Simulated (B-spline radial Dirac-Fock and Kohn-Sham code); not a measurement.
Te 2s: cross section and angular parameters

System: the Te atom, 1s2 2s2 2p6 3s2 3p6 3d10 4s2 4p6 4d10 5s2 5p4; threshold 4939.0 eV (tabulated edge). These are calculated numbers from a radial B-spline solver; the model is Dirac-Hartree-Slater photoionisation with a Latter tail; cross sections with all multipoles, angular parameters from the dipole term and its interference with E2.

For linearly polarised light dσ/dΩ = σ/(4π) [1 + β P₂(cos θ) + (δ + γ cos²θ) sin θ cos φ], with θ from the polarisation vector and φ the angle between the beam and the projection of the electron momentum on the plane normal to the polarisation.

| hν (eV) | σ (kb) | β | γ |
| --- | --- | --- | --- |
| 5414.7 | 22.5 | 1.989 | 0.625 |
| 6510 | 16.4 | 1.990 | 0.043 |
| 8300 | 10.4 | 1.991 | -0.093 |
| 10700 | 6.33 | 1.991 | 0.082 |
| 13100 | ? | ? | ? |
| 15000 | 3.12 | 1.991 | 0.571 |

Q: Give the values at 13100 eV.

A: σ = 4.17 kb, β = 1.991, γ = 0.349. For an s subshell δ is negligible.
